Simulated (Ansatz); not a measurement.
Basis sets compared for Cd₃F₄⁺. The state is a doublet with charge 1. Geometry r2SCAN-D4/def2-SVP. Ansatz on 4 threads of Arm Neoverse V1 on a shared host; times are rough, and most runs start from earlier orbitals.

```tsv
atom	x (Å)	y (Å)	z (Å)
Cd1	-0.905	1.242	0.892
Cd2	-0.125	1.546	-2.387
Cd3	0.695	-1.694	0.654
F4	1.668	-3.274	0.152
F5	-0.358	-0.393	1.975
F6	-1.142	2.527	-0.635
F7	0.167	0.046	-0.652
```

In the def2 sets Cd takes a core potential; there is no spin–orbit coupling. Another isomer (doublet) lies 0.29 eV lower at PBE-D4/def2-SVP; other spin states weren't run for this one.

```
           level  functions  energy (Eh)  HOMO (eV)  LUMO (eV)  wall time
 PBE-D4/def2-SVP        149    -901.7239     -10.09      -9.39        4 s
PBE0-D4/def2-SVP        149    -901.6941     -10.76      -8.26        6 s
```

(1) Estimate the rows for PBE-D4/def2-TZVP (with forces), PBE0-D4/def2-TZVP.

Results:

(1) 
| level | functions | energy (Eh) | HOMO (eV) | LUMO (eV) | wall time |
| --- | --- | --- | --- | --- | --- |
| PBE-D4/def2-TZVP (with forces) | 244 | -902.3348 | -10.24 | -9.54 | 7 s |
| PBE0-D4/def2-TZVP | 244 | -902.2975 | -10.89 | -8.39 | 14 s |
